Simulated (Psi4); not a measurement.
disiloxane (H6OSi2), singlet, geometry from GFN2-xTB; HF/def2-SVP in Psi4 1.11.

Here is a job for Psi4.
```
memory 2 GB

molecule {
0 1
Si    1.58554558   -0.29465325    0.09305373
O    -0.00374610   -0.02898376   -0.03187953
Si   -1.58414102    0.30551525   -0.08108531
H     1.99636140   -0.92391127   -1.16028168
H     2.22242187    1.00620543    0.29041493
H     1.77723671   -1.17669751    1.24269936
H    -2.21375802   -0.47470673    0.98249776
H    -2.04757203   -0.09473461   -1.40797725
H    -1.72438507    1.74364671    0.14012516
}

set {
  basis def2-svp
  puream false
}

energy('scf')
print_variables()
```

The log (banner, timings and long lists left out):

```
   => Loading Basis Set <=

    Name: DEF2-SVP
    Role: ORBITAL
    Keyword: BASIS

         ---------------------------------------------------------
                                   SCF
               by Justin Turney, Rob Parrish, Andy Simmonett
                          and Daniel G. A. Smith
                              RHF Reference
         ---------------------------------------------------------

  ==> Geometry <==

    Molecular point group: c1
    Full point group: C1

    Geometry (in Angstrom), charge = 0, multiplicity = 1:

       Center              X                  Y                   Z               Mass
    ------------   -----------------  -----------------  -----------------  -----------------
         SI           1.585676840820    -0.293636772182     0.094167995698    27.976926534650
         O           -0.003614839180    -0.027967282182    -0.030765264302    15.994914619570
         SI          -1.584009759180     0.306531727818    -0.079971044302    27.976926534650
         H            1.996492660820    -0.922894792182    -1.159167414302     1.007825032230
         H            2.222553130820     1.007221907818     0.291529195698     1.007825032230
         H            1.777367970820    -1.175681032182     1.243813625698     1.007825032230
         H           -2.213626759180    -0.473690252182     0.983612025698     1.007825032230
         H           -2.047440769180    -0.093718132182    -1.406862984302     1.007825032230
         H           -1.724253809180     1.744663187818     0.141239425698     1.007825032230

  Running in c1 symmetry.

  Rotational constants: A =      1.41870  B =      0.09525  C =      0.09523 [cm^-1]
  Rotational constants: A =  42531.67058  B =   2855.61019  C =   2854.88744 [MHz]
  Nuclear repulsion =  159.877954797474587

  Charge       = 0
  Multiplicity = 1
  Electrons    = 42
  Nalpha       = 21
  Nbeta        = 21

  ==> Algorithm <==

  SCF Algorithm Type is DF.
  DIIS enabled.
  MOM disabled.
  Fractional occupation disabled.
  Guess Type is SAD.
  Energy threshold   = 1.00e-06
  Density threshold  = 1.00e-06
  Integral threshold = 1.00e-12

  ==> Primary Basis <==

  Basis Set: DEF2-SVP
    Blend: DEF2-SVP
    Number of shells: 40
    Number of basis functions: 83
    Number of Cartesian functions: 83
    Spherical Harmonics?: false
    Max angular momentum: 2

   => Loading Basis Set <=

    Name: (DEF2-SVP AUX)
    Role: JKFIT
    Keyword: DF_BASIS_SCF

  ==> Integral Setup <==

  SCF_SUBTYPE=INCORE selected. In-core MEM_DF algorithm will be used.
  Using in-core AOs.

  ==> MemDFJK: Density-Fitted J/K Matrices <==

    J tasked:                   Yes
    K tasked:                   Yes
    wK tasked:                   No
    Algorithm:                 Core
    Schwarz Cutoff:           1E-12
    Mask sparsity (%):       2.9612
    Fitting Condition:        1E-10

   => Auxiliary Basis Set <=

  Basis Set: (DEF2-SVP AUX)
    Blend: DEF2-UNIVERSAL-JKFIT
    Number of shells: 137
    Number of basis functions: 523
    Number of Cartesian functions: 523
    Spherical Harmonics?: false
    Max angular momentum: 4

  Minimum eigenvalue in the overlap matrix is 9.2865456758E-03.
  Reciprocal condition number of the overlap matrix is 1.4734538736E-03.
    Using symmetric orthogonalization.

  ==> Pre-Iterations <==

  SCF Guess: Superposition of Atomic Densities via on-the-fly atomic UHF (no occupation information).

   -------------------------
    Irrep   Nso     Nmo
   -------------------------
     A         83      83
   -------------------------
    Total      83      83
   -------------------------

  ==> Iterations <==

                           Total Energy        Delta E     RMS |[F,P]|

   @DF-RHF iter SAD:  -655.28679581908068   -6.55287e+02   0.00000e+00
   @DF-RHF iter   1:  -655.96942648681261   -6.82631e-01   5.03647e-03 ADIIS/DIIS
   @DF-RHF iter   2:  -656.02889526754450   -5.94688e-02   3.35218e-03 ADIIS/DIIS
   @DF-RHF iter   3:  -656.05661485529595   -2.77196e-02   3.99204e-04 ADIIS/DIIS
   @DF-RHF iter   4:  -656.05777651353401   -1.16166e-03   4.20854e-05 DIIS
   @DF-RHF iter   5:  -656.05779559803466   -1.90845e-05   9.48085e-06 DIIS
   @DF-RHF iter   6:  -656.05779636494867   -7.66914e-07   1.74704e-06 DIIS
   @DF-RHF iter   7:  -656.05779638782781   -2.28791e-08   2.95500e-07 DIIS
  Energy and wave function converged.

  ==> Post-Iterations <==

    Orbital Energies [Eh]
    ---------------------

    Doubly Occupied:

       1A    -68.785572     2A    -68.785566     3A    -20.546268
       4A     -6.147024     5A     -6.147007     6A     -4.259259
       7A     -4.259230     8A     -4.257697     9A     -4.257692
      10A     -4.257680    11A     -4.257675    12A     -1.315731
      13A     -0.803959    14A     -0.674524    15A     -0.591697
      16A     -0.588204    17A     -0.587975    18A     -0.491843
      19A     -0.491582    20A     -0.443921    21A     -0.443304

    Virtual:

      22A      0.139650    23A      0.183752    24A      0.214862
      25A      0.217077    26A      0.222970    27A      0.226176
      28A      0.240038    29A      0.274738    30A      0.303316
      31A      0.425331    32A      0.438503    33A      0.439402
      34A      0.479043    35A      0.479283    36A      0.603986
      37A      0.605218    38A      0.609940    39A      0.670312
      40A      0.672570    41A      0.724314    42A      0.759308
      43A      0.760527    44A      0.766257    45A      0.778471
      46A      0.781197    47A      0.880690    48A      1.141701
      49A      1.148406    50A      1.150409    51A      1.180698
      52A      1.182233    53A      1.348353    54A      1.369834
      55A      1.454898    56A      1.457873    57A      1.631119
      58A      1.631161    59A      1.767010    60A      1.769486
      61A      1.872139    62A      1.875675    63A      1.880683
      64A      1.916789    65A      2.020505    66A      2.020844
      67A      2.022343    68A      2.026552    69A      2.177928
      70A      2.229471    71A      2.260660    72A      2.435115
      73A      2.452697    74A      2.492387    75A      2.496683
      76A      2.511719    77A      2.512734    78A      3.020231
      79A      3.023333    80A      3.171807    81A      3.179467
      82A      3.664277    83A      6.609238

    Final Occupation by Irrep:
              A
    DOCC [    21 ]
    NA   [    21 ]
    NB   [    21 ]

  @DF-RHF Final Energy:  -656.05779638782781

   => Energetics <=

    Nuclear Repulsion Energy =            159.8779547974745867
    One-Electron Energy =               -1227.0846634614913455
    Two-Electron Energy =                 411.1489122761889234
    Total Energy =                       -656.0577963878279206

Computation Completed

Properties will be evaluated at   0.000000,   0.000000,   0.000000 [a0]

Properties computed using the SCF density matrix

 Multipole Moments:

 ------------------------------------------------------------------------------------
     Multipole            Electronic (a.u.)      Nuclear  (a.u.)        Total (a.u.)
 ------------------------------------------------------------------------------------

 L = 1.  Multiply by 2.5417464519 to convert [e a0] to [Debye]
 Dipole X            :         -0.0076487            0.0104178            0.0027691
 Dipole Y            :         -0.0597575            0.0806762            0.0209187
 Dipole Z            :         -0.0653415            0.0884374            0.0230959
 Magnitude           :                                                    0.0312839

 ------------------------------------------------------------------------------------

  Variable Map:
  ----------------------------------------------------------------------------
  "CURRENT ENERGY"           =>    -656.057796387828
  "CURRENT REFERENCE ENERGY" =>    -656.057796387828
  "DD SOLVATION ENERGY"      =>       0.000000000000
  "HF KINETIC ENERGY"        =>     654.933565772916
  "HF POTENTIAL ENERGY"      =>   -1310.991362160744
  "HF TOTAL ENERGY"          =>    -656.057796387828
  "HF VIRIAL RATIO"          =>       2.001716556722
  "NUCLEAR REPULSION ENERGY" =>     159.877954797475
  "ONE-ELECTRON ENERGY"      =>   -1227.084663461491
  "PCM POLARIZATION ENERGY"  =>       0.000000000000
  "PE ENERGY"                =>       0.000000000000
  "SCF ITERATION ENERGY"     =>    -656.057796387828
  "SCF ITERATIONS"           =>       7.000000000000
  "SCF TOTAL ENERGY"         =>    -656.057796387828
  "TWO-ELECTRON ENERGY"      =>     411.148912276189

  Array Variable Map:
  ----------------------------------------------------------------------------
  "CURRENT DIPOLE"           =>       0.002769129945 ... 0.023095917925 1 by 3
  "SCF DIPOLE"               =>       0.002769129945 ... 0.023095917925 1 by 3
  "SCF TOTAL ENERGIES"       =>    -655.286795819081 ... -656.057796387828 1 by 8
```
